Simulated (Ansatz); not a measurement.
Geometry optimisation of Sn10H16⁻, a cluster cut from cubic tin.

```yaml
crystal:
  periodic: [false, false, false]
  atoms:
    - {symbol: Sn, position_ang: [-1.624925, 1.623576, -1.629804]}
    - {symbol: Sn, position_ang: [1.630760, -1.631128, -1.626164]}
    - {symbol: Sn, position_ang: [-1.631311, -1.629150, 1.629022]}
    - {symbol: Sn, position_ang: [1.625560, 1.630064, 1.626492]}
    - {symbol: Sn, position_ang: [-3.249165, -0.002429, -0.003086]}
    - {symbol: Sn, position_ang: [0.001058, -3.248513, 0.003456]}
    - {symbol: Sn, position_ang: [0.002397, -0.006170, -3.249268]}
    - {symbol: Sn, position_ang: [-0.003348, 3.250363, -0.000865]}
    - {symbol: Sn, position_ang: [3.247452, 0.003905, -0.002458]}
    - {symbol: Sn, position_ang: [-0.003057, 0.001716, 3.246263]}
    - {symbol: H, position_ang: [-2.628720, 2.629916, -2.635880]}
    - {symbol: H, position_ang: [2.641493, -2.634882, -2.630557]}
    - {symbol: H, position_ang: [-2.639512, -2.634785, 2.633754]}
    - {symbol: H, position_ang: [2.628638, 2.636226, 2.633549]}
    - {symbol: H, position_ang: [-4.277652, -0.994002, -0.991569]}
    - {symbol: H, position_ang: [-4.280423, 0.988644, 0.982913]}
    - {symbol: H, position_ang: [-0.991960, -4.271989, -0.988157]}
    - {symbol: H, position_ang: [0.987097, -4.284339, 0.989080]}
    - {symbol: H, position_ang: [-0.989383, -0.995141, -4.276528]}
    - {symbol: H, position_ang: [0.991375, 0.980849, -4.281606]}
    - {symbol: H, position_ang: [0.987746, 4.277172, -0.992551]}
    - {symbol: H, position_ang: [-0.995973, 4.282075, 0.982753]}
    - {symbol: H, position_ang: [4.267136, 0.997562, -0.999828]}
    - {symbol: H, position_ang: [4.289588, -0.974965, 0.984492]}
    - {symbol: H, position_ang: [-0.995079, 0.987927, 4.276906]}
    - {symbol: H, position_ang: [0.986509, -0.990301, 4.273642]}
basis:
  gaussian: {orbitals: def2-SVP}
total_charge: -1
magnetization: {spin_polarized: true, initial_magnetization: 1}
hamiltonian: {xc: pbe, dispersion: d4}
scf: {lower_state_search: "off"}
output: {orbitals: {seedname: orbitals}}
relax: {f_tol: 0.03, max_steps: 70}
```

```sh
$ ansatz run in.yaml --threads 2 --pin off --events-out ev --progress --plain --max-ram 32768MiB --backend cuda --devices 0, --max-vram 18GiB
```

Output, abridged:

```
Functional definition: PBE
  name "PBE"
  cite "Perdew, Burke & Ernzerhof, Phys. Rev. Lett. 77, 3865 (1996) doi:10.1103/PhysRevLett.77.3865"
  parent pbe
  parameter kappa = 0.804
  parameter beta = 0.06672455060314922
  exchange = pbe_x(kappa = kappa, mu = beta*pi^2/3)
  correlation = pbe_c(beta = beta)
these checks for a lower state are left out or cut short: stability, starts, cluster_reference, orbital_swaps, neighbouring_geometries, increment
mean field -58577.54975814 eV, -2152.6852483224 hartree, gradient 4.1e-6 eV, S^2 0.751250; 0 other end points of the search recorded, 0 dependent functions left out
the calculation of the forces begins
relax step   1: F+E_penalty+E_count = -58579.07107777 eV  Δ(F+E_penalty+E_count) = +0.000e0 eV  max|allowed force component| = 3.313e-1 eV/Å  Δτ_max = 0.0000 Å  (23 SCF iters, accepted)
these checks for a lower state are left out or cut short: stability, starts, cluster_reference, orbital_swaps, neighbouring_geometries, increment
mean field -58577.97916717 eV, -2152.7010288133 hartree, gradient 2.7e-6 eV, S^2 0.752491; 0 other end points of the search recorded, 0 dependent functions left out
the calculation of the forces begins
relax step   2: F+E_penalty+E_count = -58579.43434672 eV  Δ(F+E_penalty+E_count) = -3.633e-1 eV  max|allowed force component| = 1.272e-1 eV/Å  Δτ_max = 0.1949 Å  (30 SCF iters, accepted)
these checks for a lower state are left out or cut short: stability, starts, cluster_reference, orbital_swaps, neighbouring_geometries, increment
mean field -58577.99487805 eV, -2152.7016061773 hartree, gradient 2.3e-6 eV, S^2 0.753126; 0 other end points of the search recorded, 0 dependent functions left out
the calculation of the forces begins
relax step   3: F+E_penalty+E_count = -58579.45972732 eV  Δ(F+E_penalty+E_count) = -2.538e-2 eV  max|allowed force component| = 5.490e-2 eV/Å  Δτ_max = 0.0572 Å  (21 SCF iters, accepted)
these checks for a lower state are left out or cut short: stability, starts, cluster_reference, orbital_swaps, neighbouring_geometries, increment
mean field -58577.99355335 eV, -2152.7015574955 hartree, gradient 3.7e-6 eV, S^2 0.753011; 0 other end points of the search recorded, 0 dependent functions left out
the calculation of the forces begins
relax step   4: F+E_penalty+E_count = -58579.46255094 eV  Δ(F+E_penalty+E_count) = -2.824e-3 eV  max|allowed force component| = 3.083e-2 eV/Å  Δτ_max = 0.0287 Å  (22 SCF iters, accepted)
these checks for a lower state are left out or cut short: stability, starts, cluster_reference, orbital_swaps, neighbouring_geometries, increment
mean field -58577.99584465 eV, -2152.7016416992 hartree, gradient 4.0e-6 eV, S^2 0.753036; 0 other end points of the search recorded, 0 dependent functions left out
the calculation of the forces begins
relax step   5: F+E_penalty+E_count = -58579.46586022 eV  Δ(F+E_penalty+E_count) = -3.309e-3 eV  max|allowed force component| = 2.660e-2 eV/Å  Δτ_max = 0.0406 Å  (21 SCF iters, accepted)
these checks for a lower state are left out or cut short: stability, starts, cluster_reference, orbital_swaps, neighbouring_geometries, increment
mean field -58577.99829121 eV, -2152.7017316085 hartree, gradient 3.0e-6 eV, S^2 0.753051; 0 other end points of the search recorded, 0 dependent functions left out
the calculation of the forces begins
relax step   6: F+E_penalty+E_count = -58579.46882641 eV  Δ(F+E_penalty+E_count) = -2.966e-3 eV  max|allowed force component| = 2.682e-2 eV/Å  Δτ_max = 0.0290 Å  (22 SCF iters, accepted)
these checks for a lower state are left out or cut short: stability, starts, cluster_reference, orbital_swaps, neighbouring_geometries, increment
mean field -58578.01286717 eV, -2152.7022672653 hartree, gradient 1.8e-6 eV, S^2 0.753148; 0 other end points of the search recorded, 0 dependent functions left out
the calculation of the forces begins
relax step   7: F+E_penalty+E_count = -58579.48784494 eV  Δ(F+E_penalty+E_count) = -1.902e-2 eV  max|allowed force component| = 9.050e-2 eV/Å  Δτ_max = 0.1950 Å  (26 SCF iters, accepted)
these checks for a lower state are left out or cut short: stability, starts, cluster_reference, orbital_swaps, neighbouring_geometries, increment
mean field -58578.02063978 eV, -2152.7025529036 hartree, gradient 2.5e-6 eV, S^2 0.753367; 0 other end points of the search recorded, 0 dependent functions left out
the calculation of the forces begins
relax step   8: F+E_penalty+E_count = -58579.49990403 eV  Δ(F+E_penalty+E_count) = -1.206e-2 eV  max|allowed force component| = 1.779e-1 eV/Å  Δτ_max = 0.1927 Å  (24 SCF iters, accepted)
[...]
the calculation of the forces begins
relax step   9: F+E_penalty+E_count = -58579.54564277 eV  Δ(F+E_penalty+E_count) = -4.574e-2 eV  max|allowed force component| = 2.384e-1 eV/Å  Δτ_max = 0.1929 Å  (22 SCF iters, accepted)
these checks for a lower state are left out or cut short: stability, starts, cluster_reference, orbital_swaps, neighbouring_geometries, increment
mean field -58578.11588264 eV, -2152.7060530141 hartree, gradient 3.3e-6 eV, S^2 0.753525; 0 other end points of the search recorded, 0 dependent functions left out
the calculation of the forces begins
relax step  10: F+E_penalty+E_count = -58579.59773711 eV  Δ(F+E_penalty+E_count) = -5.209e-2 eV  max|allowed force component| = 2.146e-1 eV/Å  Δτ_max = 0.2000 Å  (22 SCF iters, accepted)
these checks for a lower state are left out or cut short: stability, starts, cluster_reference, orbital_swaps, neighbouring_geometries, increment
mean field -58578.16508323 eV, -2152.7078611022 hartree, gradient 3.4e-6 eV, S^2 0.753370; 0 other end points of the search recorded, 0 dependent functions left out
the calculation of the forces begins
relax step  11: F+E_penalty+E_count = -58579.65123757 eV  Δ(F+E_penalty+E_count) = -5.350e-2 eV  max|allowed force component| = 1.930e-1 eV/Å  Δτ_max = 0.1949 Å  (21 SCF iters, accepted)
these checks for a lower state are left out or cut short: stability, starts, cluster_reference, orbital_swaps, neighbouring_geometries, increment
mean field -58578.18185659 eV, -2152.7084775120 hartree, gradient 3.5e-6 eV, S^2 0.753393; 0 other end points of the search recorded, 0 dependent functions left out
the calculation of the forces begins
relax step  12: F+E_penalty+E_count = -58579.67503581 eV  Δ(F+E_penalty+E_count) = -2.380e-2 eV  max|allowed force component| = 1.581e-1 eV/Å  Δτ_max = 0.1996 Å  (21 SCF iters, accepted)
these checks for a lower state are left out or cut short: stability, starts, cluster_reference, orbital_swaps, neighbouring_geometries, increment
mean field -58578.18563143 eV, -2152.7086162348 hartree, gradient 2.7e-6 eV, S^2 0.753005; 0 other end points of the search recorded, 0 dependent functions left out
the calculation of the forces begins
relax step  13: F+E_penalty+E_count = -58579.67724852 eV  Δ(F+E_penalty+E_count) = -2.213e-3 eV  max|allowed force component| = 1.800e-1 eV/Å  Δτ_max = 0.1583 Å  (21 SCF iters, accepted)
these checks for a lower state are left out or cut short: stability, starts, cluster_reference, orbital_swaps, neighbouring_geometries, increment
mean field -58578.19769974 eV, -2152.7090597371 hartree, gradient 1.4e-6 eV, S^2 0.753142; 0 other end points of the search recorded, 0 dependent functions left out
the calculation of the forces begins
relax step  14: F+E_penalty+E_count = -58579.68770444 eV  Δ(F+E_penalty+E_count) = -1.046e-2 eV  max|allowed force component| = 2.818e-2 eV/Å  Δτ_max = 0.0841 Å  (21 SCF iters, accepted)
these checks for a lower state are left out or cut short: stability, starts, cluster_reference, orbital_swaps, neighbouring_geometries, increment
mean field -58578.19776026 eV, -2152.7090619610 hartree, gradient 1.6e-6 eV, S^2 0.753143; 0 other end points of the search recorded, 0 dependent functions left out
the calculation of the forces begins
relax step  15: F+E_penalty+E_count = -58579.68957002 eV  Δ(F+E_penalty+E_count) = -1.866e-3 eV  max|allowed force component| = 1.528e-2 eV/Å  Δτ_max = 0.0287 Å  (21 SCF iters, accepted)
Total energy: -58579.68966348 eV, -2152.7638883931 hartree
Atom 0 at    -1.603435     1.467002    -1.613169 Å, force    -0.005057    -0.004650     0.000631 eV/Å
Atom 1 at     1.894570    -1.850219    -1.888675 Å, force    -0.015279     0.007297     0.011227 eV/Å
Atom 2 at    -1.867080    -1.810455     1.862131 Å, force    -0.002051    -0.001963    -0.001570 eV/Å
Atom 3 at     1.606977     1.462953     1.593066 Å, force     0.007611    -0.000256     0.008951 eV/Å
Atom 4 at    -3.254790    -0.044147     0.118510 Å, force    -0.000386    -0.006666     0.005207 eV/Å
Atom 5 at    -0.002650    -3.142864     0.006478 Å, force     0.006697    -0.008445    -0.007735 eV/Å
Atom 6 at     0.129282    -0.069262    -3.241097 Å, force     0.009459    -0.013746    -0.005977 eV/Å
Atom 7 at    -0.001521     3.135618    -0.004185 Å, force     0.001378     0.002634     0.004293 eV/Å
Atom 8 at     3.250812    -0.067706    -0.129288 Å, force    -0.000127    -0.005139    -0.003281 eV/Å
Atom 9 at    -0.126463    -0.040793     3.248527 Å, force    -0.002565    -0.000572     0.003146 eV/Å
Atom 10 at    -2.615175     2.486868    -2.627624 Å, force     0.000727     0.003852    -0.001607 eV/Å
Atom 11 at     3.137299    -2.191339    -3.147788 Å, force     0.006541    -0.006975    -0.002012 eV/Å
Atom 12 at    -3.101775    -2.254835     3.085010 Å, force    -0.001210    -0.000409     0.007021 eV/Å
Atom 13 at     2.614710     2.490213     2.605116 Å, force    -0.000270    -0.000541    -0.000856 eV/Å
Atom 14 at    -4.343169    -0.947816    -0.915495 Å, force    -0.001608     0.005832     0.000874 eV/Å
Atom 15 at    -4.317290     1.097177     0.918685 Å, force     0.005050     0.003277    -0.002645 eV/Å
Atom 16 at    -0.978218    -4.279657    -0.936756 Å, force     0.003135     0.005042     0.000705 eV/Å
Atom 17 at     0.932743    -4.286113     0.982290 Å, force    -0.000822     0.006032    -0.003302 eV/Å
Atom 18 at    -0.922029    -0.965331    -4.320799 Å, force     0.002752     0.009207    -0.004201 eV/Å
Atom 19 at     0.916011     1.076324    -4.310319 Å, force    -0.005930     0.001990     0.001358 eV/Å
Atom 20 at     0.975595     4.212078    -0.974661 Å, force    -0.003647    -0.003116    -0.002515 eV/Å
Atom 21 at    -0.974573     4.200783     0.982585 Å, force    -0.003940     0.000687    -0.003443 eV/Å
Atom 22 at     4.313758     1.084753    -0.913983 Å, force     0.000352     0.000429     0.002327 eV/Å
Atom 23 at     4.332299    -0.950438     0.931069 Å, force     0.004492     0.003462    -0.006816 eV/Å
Atom 24 at    -0.926785     1.112465     4.297826 Å, force    -0.000277     0.000665    -0.001465 eV/Å
Atom 25 at     0.907195    -0.933057     4.346548 Å, force    -0.005027     0.002074     0.001685 eV/Å
Dipole moment:    -0.023476     0.276680     0.022240 e Å
Checks for a lower state left out: stability, starts, cluster_reference, orbital_swaps, neighbouring_geometries, increment
```

Hardware: 2 threads of AMD EPYC 7R13 on a shared host and a share (18 GiB) of an NVIDIA H100 80GB HBM3. Wall time 82 s, peak host memory 1 GiB.

In the def2 sets Sn takes a core potential; there is no spin–orbit coupling.
